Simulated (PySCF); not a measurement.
**Electron correlation in Tb²⁺ (terbium, charge +2)**

[Xe] 4f8 6s1, high-spin 8F determinant (an excited configuration). Calculation: PySCF 2.14, in ANO-RCC-VTZP (8s7p5d3f2g1h, 104 functions); the spin-free X2C one-electron Hamiltonian (Gaussian nucleus). Frozen: [Ar] 3d10; 35 electrons correlated.

MP2 pair energies summed by pair of shells (mhartree):

```tsv
pair	energy	share (%)
4d-4f	-263.89	20.5
4f-4f	-189.18	14.7
4f-5p	-188.29	14.6
5p-5p	-130.38	10.1
4d-4d	-116.80	9.1
4d-5p	-88.56	6.9
4p-4d	-58.72	4.6
4p-4f	-51.02	4.0
4f-5s	-40.31	3.1
5s-5p	-35.77	2.8
4d-5s	-26.55	2.1
5p-6s	-22.63	1.8
4p-4p	-13.98	1.1
4s-4d	-10.00	0.8
4p-5p	-9.87	0.8
4s-4f	-9.49	0.7
4f-6s	-8.62	0.7
4s-4p	-6.58	0.5
5s-5s	-6.38	0.5
4p-5s	-4.96	0.4
4d-6s	-3.01	0.2
5s-6s	-1.29	0.1
4s-5p	-1.21	0.1
4s-4s	-1.07	0.1
4s-5s	-0.45	0.0
4p-6s	-0.29	0.0
4s-6s	-0.03	0.0
```

Total MP2 correlation energy: -1289.3 mhartree.

Same-spin part -517.37 and opposite-spin part -771.97 mhartree; SCS-MP2 scales them by 1/3 and 6/5 to -1098.8 mhartree.
